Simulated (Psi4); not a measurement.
H2O4W, singlet, geometry from GFN2-xTB (such geometries of metal compounds can be far from the true shape) (core potentials on W); M06-2X/def2-SVP (Psi4 1.11).

Here is a job for Psi4.
```
memory 2 GB

molecule mol {
0 1
  W     0.042452    0.000109    0.006175
  O     1.162274    0.784616   -0.995673
  O     0.834360   -0.779510    1.286108
  O    -0.902059   -1.260752   -0.993861
  H    -1.130461   -2.020306   -1.547347
  O    -1.154125    1.255493    0.694763
  H    -1.534548    2.013491    1.159688
}

set basis def2-svp
set reference rks

energy('m06-2x')
print_variables()
```

Question: Predict the main parts of the log of this Psi4 run.

Answer: 
```
   => Loading Basis Set <=

    Name: DEF2-SVP
    Role: ORBITAL
    Keyword: BASIS

    !!!  WARNING: ECP capability is in beta. Please check occupations closely.  !!!

         ---------------------------------------------------------
                                   SCF
               by Justin Turney, Rob Parrish, Andy Simmonett
                          and Daniel G. A. Smith
                              RKS Reference
         ---------------------------------------------------------

  ==> Geometry <==

    Molecular point group: c1
    Full point group: C1

    Geometry (in Angstrom), charge = 0, multiplicity = 1:

       Center              X                  Y                   Z               Mass
    ------------   -----------------  -----------------  -----------------  -----------------
         W            0.025765511812     0.000066050356     0.003747915639   183.950930920000
         O            1.145587511812     0.784573050356    -0.998100084361    15.994914619570
         O            0.817673511812    -0.779552949644     1.283680915639    15.994914619570
         O           -0.918745488188    -1.260794949644    -0.996288084361    15.994914619570
         H           -1.147147488188    -2.020348949644    -1.549774084361     1.007825032230
         O           -1.170811488188     1.255450050356     0.692335915639    15.994914619570
         H           -1.551234488188     2.013448050356     1.157260915639     1.007825032230

  Running in c1 symmetry.

  Rotational constants: A =      0.12668  B =      0.11391  C =      0.10742 [cm^-1]
  Rotational constants: A =   3797.79027  B =   3415.01594  C =   3220.41138 [MHz]
  Nuclear repulsion =  224.264481845654842

  Charge       = 0
  Multiplicity = 1
  Electrons    = 48
  Nalpha       = 24
  Nbeta        = 24

  ==> Algorithm <==

  SCF Algorithm Type is DF.
  DIIS enabled.
  MOM disabled.
  Fractional occupation disabled.
  Guess Type is SAD.
  Energy threshold   = 1.00e-06
  Density threshold  = 1.00e-06
  Integral threshold = 1.00e-12

  ==> Primary Basis <==

  Basis Set: DEF2-SVP
    Blend: DEF2-SVP
    Number of shells: 42
    Number of basis functions: 98
    Number of Cartesian functions: 107
    Spherical Harmonics?: true
    Max angular momentum: 3

  Core potential: DEF2-SVP
    Number of shells: 4
    Number of ECP primitives: 10
    Number of ECP core electrons: 60
    Max angular momentum: 3

  ==> DFT Potential <==

   => LibXC <=

    Version 7.1.2
    S. Lehtola, C. Steigemann, M. J. T. Oliveira, and M. A. L. Marques,  SoftwareX 7, 1–5 (2018) (10.1016/j.softx.2017.11.002)

   => Composite Functional: M06-2X <=

    Hybrid M06-2X Meta-GGA XC Functional  (10.1007/s00214-007-0310-x)
    Y. Zhao and D. G. Truhlar,  Theor. Chem. Acc., 120, 215, 2008

    Deriv               =              1
    GGA                 =           TRUE
    Meta                =           TRUE

    Exchange Hybrid     =           TRUE
    MP2 Hybrid          =          FALSE

   => Exchange Functionals <=

    1.0000   XC_HYB_MGGA_X_M06_2X

   => Exact (HF) Exchange <=

    0.5400               HF

   => Correlation Functionals <=

    1.0000   XC_MGGA_C_M06_2X

   => LibXC Density Thresholds  <==

    XC_MGGA_C_M06_2X:  1.00E-12
    XC_HYB_MGGA_X_M06_2X:  1.00E-15

   => Molecular Quadrature <=

    Radial Scheme          =       TREUTLER
    Pruning Scheme         =           NONE
    Nuclear Scheme         =       TREUTLER

    Blocking Scheme        =         OCTREE
    BS radius alpha        =              1
    Pruning alpha          =              1
    Radial Points          =             75
    Spherical Points       =            302
    Total Points           =         152864
    Total Blocks           =           1199
    Max Points             =            256
    Max Functions          =             95
    Weights Tolerance      =       1.00E-15

   => Loading Basis Set <=

    Name: (DEF2-SVP AUX)
    Role: JKFIT
    Keyword: DF_BASIS_SCF

[...]
    wK tasked:                   No
    Algorithm:                 Core
    Schwarz Cutoff:           1E-12
    Mask sparsity (%):       1.7284
    Fitting Condition:        1E-10

   => Auxiliary Basis Set <=

  Basis Set: (DEF2-SVP AUX)
    Blend: DEF2-UNIVERSAL-JKFIT
    Number of shells: 157
    Number of basis functions: 571
    Number of Cartesian functions: 753
    Spherical Harmonics?: true
    Max angular momentum: 6

  Minimum eigenvalue in the overlap matrix is 7.3127797310E-03.
  Reciprocal condition number of the overlap matrix is 1.7052688969E-03.
    Using symmetric orthogonalization.

  ==> Pre-Iterations <==

  SCF Guess: Superposition of Atomic Densities via on-the-fly atomic UHF (no occupation information).

   -------------------------
    Irrep   Nso     Nmo
   -------------------------
     A         98      98
   -------------------------
    Total      98      98
   -------------------------

  ==> Iterations <==

                           Total Energy        Delta E     RMS |[F,P]|

   @DF-RKS iter SAD:  -367.45993301474942   -3.67460e+02   0.00000e+00
   @DF-RKS iter   1:  -368.07174614028702   -6.11813e-01   1.40569e-02 ADIIS/DIIS
   @DF-RKS iter   2:  -364.02302669562783    4.04872e+00   3.51447e-02 ADIIS/DIIS
   @DF-RKS iter   3:  -368.75531025552050   -4.73228e+00   5.73083e-03 ADIIS/DIIS
   @DF-RKS iter   4:  -368.85254758636711   -9.72373e-02   2.43133e-03 ADIIS/DIIS
   @DF-RKS iter   5:  -368.87343480141510   -2.08872e-02   3.24477e-04 ADIIS/DIIS
   @DF-RKS iter   6:  -368.87389430797322   -4.59507e-04   1.36760e-04 ADIIS/DIIS
   @DF-RKS iter   7:  -368.87394272386700   -4.84159e-05   1.02650e-04 ADIIS/DIIS
   @DF-RKS iter   8:  -368.87398507286565   -4.23490e-05   1.54108e-05 DIIS
   @DF-RKS iter   9:  -368.87398805700786   -2.98414e-06   3.21748e-06 DIIS
   @DF-RKS iter  10:  -368.87398825520751   -1.98200e-07   1.09985e-06 DIIS
   @DF-RKS iter  11:  -368.87398826918673   -1.39792e-08   2.67384e-07 DIIS
  Energy and wave function converged.

  ==> Post-Iterations <==

   Electrons on quadrature grid:
      Ntotal   =   48.0002255634 ; deviation = 2.256e-04

    Orbital Energies [Eh]
    ---------------------

    Doubly Occupied:

[...]
    Virtual:

[...]
    Final Occupation by Irrep:
              A
    DOCC [    24 ]
    NA   [    24 ]
    NB   [    24 ]

  @DF-RKS Final Energy:  -368.87398826918673

   => Energetics <=

    Nuclear Repulsion Energy =            224.2644818456548421
    One-Electron Energy =                -974.5306351804215410
    Two-Electron Energy =                 401.9824489947420147
    DFT Exchange-Correlation Energy =     -20.5902839291620090
    Empirical Dispersion Energy =           0.0000000000000000
    VV10 Nonlocal Energy =                  0.0000000000000000
    Total Energy =                       -368.8739882691867251

Computation Completed

Properties will be evaluated at   0.000000,   0.000000,   0.000000 [a0]

Properties computed using the SCF density matrix

 Multipole Moments:

 ------------------------------------------------------------------------------------
     Multipole            Electronic (a.u.)      Nuclear  (a.u.)        Total (a.u.)
 ------------------------------------------------------------------------------------

 L = 1.  Multiply by 2.5417464519 to convert [e a0] to [Debye]
 Dipole X            :          4.8904389           -6.3268644           -1.4364255
 Dipole Y            :          0.0125444           -0.0162036           -0.0036592
 Dipole Z            :          0.7113828           -0.9203213           -0.2089385
 Magnitude           :                                                    1.4515464

 ------------------------------------------------------------------------------------

  Variable Map:
  ----------------------------------------------------------------------------
[...]
  Array Variable Map:
  ----------------------------------------------------------------------------
[...]
[...]
```
